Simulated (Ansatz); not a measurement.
Ansatz (a quantum-chemistry and plane-wave program) input (CCSD(T)/def2-SVPD):

Ansatz 0.2 input:
```yaml
crystal:
  periodic: [false, false, false]
  atoms:
    - {symbol: Sn, position_ang: [-0.00000000, -0.00000000, -0.28454779]}
    - {symbol: O, position_ang: [0.00000000, 0.00000000, 1.77842369]}
basis:
  gaussian:
    orbitals: def2-SVPD
magnetization: {spin_polarized: true, initial_magnetization: 2}
correlation: {method: ccsd_t, electrons: outside_noble_gas}
output: {forces: true}
```

End of the output:

```
densities: 0.19 GiB planned
second order -5.42350496 eV of doubles, -0.00000000 eV of singles
coupled cluster: 0.15 GiB planned
cycle   1  -6.05323093 eV  change    1.1e-6 eV  update   3.7e-6
cycle   2  -6.05323167 eV  change   -7.4e-7 eV  update   2.5e-6
cycle   3  -6.05323174 eV  change   -6.9e-8 eV  update   1.6e-6
cycle   4  -6.05323148 eV  change    2.6e-7 eV  update   5.9e-7
cycle   5  -6.05323143 eV  change    5.2e-8 eV  update   3.3e-7
cycle   6  -6.05323138 eV  change    4.0e-8 eV  update   1.8e-7
perturbative correction -0.19634606 eV, -0.0072155844 hartree
the calculation of the forces begins
Total energy: -7846.00703579 eV, -288.3354403507 hartree
Atom 0 at    -0.000000    -0.000000    -0.284548 Å, force    -0.000000    -0.000000    -0.663306 eV/Å
Atom 1 at     0.000000     0.000000     1.778424 Å, force    -0.000000     0.000000     0.663306 eV/Å
Dipole moment:    -0.000000    -0.000000    -0.508636 e Å
```

This is an excited triplet: at this geometry the singlet lies 2.07 eV lower at CCSD(T)/CBS(def2-TZVPPD,def2-QZVPPD).
